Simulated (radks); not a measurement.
Problem. The mean radii <r> (bohr) of the occupied orbitals of an atom or ion are listed with their occupations. Calculated with a radial shooting solver on a logarithmic mesh with Libxc functionals: scalar-relativistic Kohn-Sham, r2SCAN, spin-polarised, spherical densities, finite nucleus; meta-GGA in the generalised Kohn-Sham scheme; Fermi nuclear charge, rms radius of each element as measured or else 0.836 A^(1/3) + 0.57 fm.

orbital  occ.      <r>
1s down     1  0.02074
1s up       1  0.02074
2s up       1  0.08808
2s down     1  0.08808
2p up       3  0.07808
2p down     3  0.07808
3s up       1   0.2296
3s down     1   0.2295
3p up       3   0.2288
3p down     3   0.2286
3d up       5   0.2081
3d down     5   0.2078
4s up       1   0.5177
4s down     1   0.5179
4p up       3   0.5480
4p down     3   0.5483
4d up       5   0.5916
4d down     5   0.5928
5s up       1    1.230
5s down     1    1.246
5p up       3    1.415
5p down     3    1.432
4f up       7   0.7414
4f down     2   0.7611
5d up       1    1.973

Name the element and its charge. Open shells, if any, are filled with parallel spins first.

Solution. Z = 67, holmium, charge +3: Ho3+ in [Xe] 4f9 5d1. The 1s radius gives Z: for a bare nucleus <r> = (2 gamma + 1)/(2Z) with gamma = sqrt(1 - (Z/c)^2), 0.02048 bohr for Z = 67, and screening makes it slightly larger (0.02074 here). The occupations add up to 64, and the charge is Z minus that.
